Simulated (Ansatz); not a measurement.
System: C2HF2, net charge 0, doublet state. SMILES: C(=[C]F)F
Geometry: optimised at B3LYP-D3(BJ)/def2-TZVP (Ansatz, a quantum-chemistry and plane-wave program).

Wanted: atomisation energy, in kcal/mol. Conventions: atomisation electronic, to ground-state atoms; LANL2DZ all-electron up to Ne; UHF or UKS for open shells; no dispersion term unless named; non-relativistic; no spin-orbit coupling. Ab initio and DFT rows: single points at B3LYP-D3(BJ) geometries (Ansatz).

```
species  coefficient  E at B3LYP/LANL2DZ (Ansatz), Eh  E at PBE/def2-TZVPD (Ansatz), Eh
-------  -----------  -------------------------------  --------------------------------
F[C]=CF           -1                       -276.35381                        -276.20333
C atom            +2                        -37.85342                         -37.79605
F atom            +2                        -99.74999                         -99.67049
H atom            +1                         -0.49891                          -0.49962
```

 1 Eh = 627.5095 kcal/mol.

**Question.** Compute it at each level from the table.

**Answer.** 
- B3LYP/LANL2DZ: the sum of coefficient times E is 0.64808 Eh, or 406.68 kcal/mol. Result: 406.7 kcal/mol.
- PBE/def2-TZVPD: the sum of coefficient times E is 0.77063 Eh, or 483.58 kcal/mol. Result: 483.6 kcal/mol.
